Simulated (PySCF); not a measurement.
## AgCl3: one-bond stretch

Computed with PBE/[Ag def2-SVP with ECP28, Cl def2-SVP], scalar-relativistic core potentials, density fitting, no spin–orbit coupling, PySCF.

Rigid scan from the singlet minimum (Ag–Cl 2.289 Å (×2), Ag–Cl 2.296 Å; Cl–Ag–Cl 96.4° (×2), Cl–Ag–Cl 167.1°). Coordinate: the bond from Ag to the last atom (Cl) scaled, the rest fixed. Energies in kJ/mol from the minimum.

(1) Predict the curve at 1.00, 1.05, 1.12, 1.20, 1.35, 1.55, 1.80, 2.20.

Results:

(1) 
```csv
scale of one bond,E (kJ/mol),dipole size (D)
1.00,0.0,0.91
1.05,6.2,0.96
1.12,28.5,1.11
1.20,61.2,1.31
1.35,119.3,1.61
1.55,172.3,–
1.80,206.0,–
2.20,477.2,–
```

At long bonds a restricted determinant can lie too high, and another spin state can fall below this curve.

The scan took 2.5 min on 2 threads of a shared Arm Neoverse V1 host; the process peaked at 1 GiB.
